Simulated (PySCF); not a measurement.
SMILES C[CH2][Ge]([NH2])([NH2])[CH2]C (C4H14GeN2) (GFN2-xTB optimised geometry):

```
21

C     -2.813    -1.373     1.562
C     -1.297    -1.269     1.594
Ge    -0.551    -0.285     0.000
N     -1.361     1.360     0.000
N     -1.053    -0.912    -1.648
C      1.465    -0.285     0.000
C      2.052     0.561    -1.118
H     -3.189    -1.858     2.463
H     -3.140    -1.953     0.701
H     -3.256    -0.383     1.489
H     -0.854    -2.264     1.638
H     -0.985    -0.744     2.496
H     -1.203     1.895    -0.842
H     -1.153     1.953     0.791
H     -0.795    -1.867    -1.853
H     -2.038    -0.804    -1.845
H      1.823     0.072     0.967
H      1.806    -1.314    -0.102
H      3.140     0.495    -1.127
H      1.775     1.607    -0.994
H      1.675     0.225    -2.081
```

Computed with PBE0/def2-SVP (PySCF).

**Question.** What are the frontier orbital energies and the dipole moment?

**Answer.** HOMO-2 -8.11 eV, HOMO-1 -6.74 eV, HOMO -6.57 eV, LUMO 1.24 eV, LUMO+1 1.85 eV; dipole moment 0.59 D.

On the same geometry PySCF 2.14.0 with PBE/def2-SVP gives HOMO-2 -6.65 eV, HOMO-1 -5.22 eV, HOMO -5.20 eV, LUMO 0.37 eV, LUMO+1 0.96 eV; dipole moment 0.48 D.

Meta-Löwdin charges at PBE0/def2-SVP: C1 -0.29, C2 -0.39, Ge3 0.90, N4 -0.67, N5 -0.67, C6 -0.39, C7 -0.29, H8 0.10, H9 0.09, H10 0.10, H11 0.10, H12 0.10, H13 0.21, H14 0.20, H15 0.20, H16 0.21, H17 0.10, H18 0.10, H19 0.10, H20 0.09, H21 0.10.
